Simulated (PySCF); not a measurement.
borazine (H6B3N3), singlet, at a GFN2-xTB geometry; DF-CAMB3LYP/6-31G* in PySCF.

PySCF was given this input:
```python
from pyscf import gto, scf, dft

mol = gto.M(
    atom='''
B     0.981958   -1.045659   -0.108216
N     1.346318    0.281398    0.229442
B     0.406946    1.335958    0.344915
N    -0.951850    1.013597    0.104898
B    -1.388904   -0.290299   -0.236699
N    -0.394469   -1.294995   -0.334340
H     1.784179   -1.899921   -0.196625
H     2.319928    0.484895    0.395366
H     0.739405    2.427383    0.626698
H    -1.640194    1.746595    0.180757
H    -2.523585   -0.527462   -0.430073
H    -0.679734   -2.231490   -0.576122
''',
    basis='6-31g*',
    charge=0,
    spin=0,
    verbose=4,
)

mf = dft.RKS(mol)
mf.xc = 'camb3lyp'
mf.diis_space = 20
mf = mf.density_fit(auxbasis='def2-universal-jkfit')
mf.kernel()
mf.analyze()
```

Output, abridged:

```
PySCF version 2.14.0

[INPUT] verbose = 4
[INPUT] num. atoms = 12
[INPUT] num. electrons = 42
[INPUT] charge = 0
[INPUT] spin (= nelec alpha-beta = 2S) = 0
[INPUT] symmetry False subgroup None
[INPUT] Mole.unit = angstrom
[INPUT] Symbol           X                Y                Z      unit          X                Y                Z       unit  Magmom
[INPUT]  1 B      0.981958000000  -1.045659000000  -0.108216000000 AA    1.855631685826  -1.976009129687  -0.204498602296 Bohr   0.0
[INPUT]  2 N      1.346318000000   0.281398000000   0.229442000000 AA    2.544172296572   0.531765152000   0.433582541472 Bohr   0.0
[INPUT]  3 B      0.406946000000   1.335958000000   0.344915000000 AA    0.769016487487   2.524594733922   0.651794886254 Bohr   0.0
[INPUT]  4 N     -0.951850000000   1.013597000000   0.104898000000 AA   -1.798735811667   1.915420730681   0.198228491015 Bohr   0.0
[INPUT]  5 B     -1.388904000000  -0.290299000000  -0.236699000000 AA   -2.624648173313  -0.548585604235  -0.447296283958 Bohr   0.0
[INPUT]  6 N     -0.394469000000  -1.294995000000  -0.334340000000 AA   -0.745438374631  -2.447185882681  -0.631811032487 Bohr   0.0
[INPUT]  7 H      1.784179000000  -1.899921000000  -0.196625000000 AA    3.371609667200  -3.590330348310  -0.371567399243 Bohr   0.0
[INPUT]  8 H      2.319928000000   0.484895000000   0.395366000000 AA    4.384028548710   0.916318749171   0.747133458965 Bohr   0.0
[INPUT]  9 H      0.739405000000   2.427383000000   0.626698000000 AA    1.397272945134   4.587089069425   1.184287582813 Bohr   0.0
[INPUT] 10 H     -1.640194000000   1.746595000000   0.180757000000 AA   -3.099517451155   3.300586200535   0.341581225098 Bohr   0.0
[INPUT] 11 H     -2.523585000000  -0.527462000000  -0.430073000000 AA   -4.768884502061  -0.996758721115  -0.812720183570 Bohr   0.0
[INPUT] 12 H     -0.679734000000  -2.231490000000  -0.576122000000 AA   -1.284511097555  -4.216904949706  -1.088712794337 Bohr   0.0

nuclear repulsion = 199.633261813712
number of shells = 48
number of NR pGTOs = 186
number of NR cGTOs = 96
basis = 6-31g*
ecp = {}

******** <class 'pyscf.df.df_jk.DFRKS'> ********
method = DFRKS
initial guess = minao
damping factor = 0
level_shift factor = 0
DIIS = <class 'pyscf.scf.diis.CDIIS'>
diis_start_cycle = 1
diis_space = 20
diis_damp = 0
SCF conv_tol = 1e-09
SCF conv_tol_grad = None
SCF max_cycles = 50
direct_scf = False
XC library pyscf.dft.libxc version 7.1.2
    S. Lehtola, C. Steigemann, M. J. T. Oliveira, and M. A. L. Marques,  SoftwareX 7, 1–5 (2018)
XC functionals = camb3lyp
    T. Yanai, D. P. Tew, and N. C. Handy,  Chem. Phys. Lett. 393, 51 (2004)
radial grids:
    Treutler-Ahlrichs [JCP 102, 346 (1995); DOI:10.1063/1.469408] (M4) radial grids

becke partition: Becke, JCP 88, 2547 (1988); DOI:10.1063/1.454033
pruning grids: <function nwchem_prune>
grids dens level: 3
symmetrized grids: False
atomic radii adjust function: <function treutler_atomic_radii_adjust>
small_rho_cutoff = 0
Set gradient conv threshold to 3.16228e-05
Initial guess from minao.
tot grids = 142696
******** <class 'pyscf.df.df.DF'> ********
auxbasis = def2-universal-jkfit
Create RSH-DF object <pyscf.df.df.DF object> for omega=0.33
******** <class 'pyscf.df.df.DF'> ********
auxbasis = auxmol.basis = def2-universal-jkfit
init E= -243.515083708446
  HOMO = -0.352577053342684  LUMO = -0.0204396300667784  gap/eV = 9.03792
cycle= 1 E= -242.453813341385  delta_E= 1.06  |g|= 0.549  |ddm|= 3.28
  HOMO = -0.258132283916156  LUMO = 0.117562627128536  gap/eV = 10.22318
cycle= 2 E= -242.460383121523  delta_E= -0.00657  |g|= 0.564  |ddm|= 0.778
  HOMO = -0.337495783190699  LUMO = 0.0803883731719935  gap/eV = 11.37121
cycle= 3 E= -242.527023539035  delta_E= -0.0666  |g|= 0.0338  |ddm|= 0.407
  HOMO = -0.336474155105121  LUMO = 0.0781655118650146  gap/eV = 11.28292
cycle= 4 E= -242.527351786324  delta_E= -0.000328  |g|= 0.0124  |ddm|= 0.0463
  HOMO = -0.335381029792927  LUMO = 0.079802172932418  gap/eV = 11.29771
cycle= 5 E= -242.52738816609  delta_E= -3.64e-05  |g|= 0.00141  |ddm|= 0.011
  HOMO = -0.335637836701515  LUMO = 0.0796142673110271  gap/eV = 11.29959
cycle= 6 E= -242.527388895586  delta_E= -7.29e-07  |g|= 0.000227  |ddm|= 0.00265
  HOMO = -0.335638125080658  LUMO = 0.0796078746704463  gap/eV = 11.29942
cycle= 7 E= -242.527388917263  delta_E= -2.17e-08  |g|= 4.17e-05  |ddm|= 0.0004
  HOMO = -0.335637778324591  LUMO = 0.0796104045699815  gap/eV = 11.29948
cycle= 8 E= -242.527388918104  delta_E= -8.41e-10  |g|= 5.72e-06  |ddm|= 6.95e-05
  HOMO = -0.335639595939178  LUMO = 0.0796088976399207  gap/eV = 11.29949
Extra cycle  E= -242.527388918118  delta_E= -1.4e-11  |g|= 3.45e-06  |ddm|= 1.2e-05
converged SCF energy = -242.527388918118
**** SCF Summaries ****
Total Energy =                        -242.527388918118191
Nuclear Repulsion Energy =             199.633261813711925
One-electron Energy =                 -722.862796982450504
Two-electron Energy =                  280.702146250620387
Two-electron Coulomb Energy =          316.028113503831150
DFT Exchange-Correlation Energy =      -35.325967253210749
HOMO-LUMO gap [eV] =                    11.299487053004356
**** MO energy ****
MO #1   energy= -14.3760636042487  occ= 2
MO #2   energy= -14.3760627148836  occ= 2
MO #3   energy= -14.3760335636572  occ= 2
MO #4   energy= -6.80627620630051  occ= 2
MO #5   energy= -6.80622197919267  occ= 2
MO #6   energy= -6.80622124261384  occ= 2
MO #7   energy= -0.973373333986288 occ= 2
MO #8   energy= -0.914725496594864 occ= 2
MO #9   energy= -0.914724817524453 occ= 2
MO #10  energy= -0.625807151630817 occ= 2
MO #11  energy= -0.599259053660915 occ= 2
MO #12  energy= -0.599258633841304 occ= 2
MO #13  energy= -0.500591108586027 occ= 2
MO #14  energy= -0.500367792601374 occ= 2
MO #15  energy= -0.500366584284888 occ= 2
MO #16  energy= -0.455727317408919 occ= 2
MO #17  energy= -0.432274442396088 occ= 2
MO #18  energy= -0.38260186402786  occ= 2
MO #19  energy= -0.382601665383114 occ= 2
MO #20  energy= -0.335639615549366 occ= 2
MO #21  energy= -0.335639595939178 occ= 2
MO #22  energy= 0.0796088976399207 occ= 0
MO #23  energy= 0.0796091040337758 occ= 0
MO #24  energy= 0.142061360972361  occ= 0
MO #25  energy= 0.171107060620084  occ= 0
MO #26  energy= 0.171107480176149  occ= 0
MO #27  energy= 0.187448601701663  occ= 0
MO #28  energy= 0.226503396265143  occ= 0
MO #29  energy= 0.257333361923583  occ= 0
 ** Mulliken pop on meta-lowdin orthogonal AOs  **
 ** Mulliken pop  **
 ** Mulliken atomic charges  **
charge of    0B =      0.09062
charge of    1N =     -0.31139
charge of    2B =      0.09063
charge of    3N =     -0.31139
charge of    4B =      0.09062
charge of    5N =     -0.31139
charge of    6H =     -0.00779
charge of    7H =      0.22855
charge of    8H =     -0.00779
charge of    9H =      0.22855
charge of   10H =     -0.00779
charge of   11H =      0.22855
Dipole moment(X, Y, Z, Debye):  0.00002,  0.00000,  0.00001
```
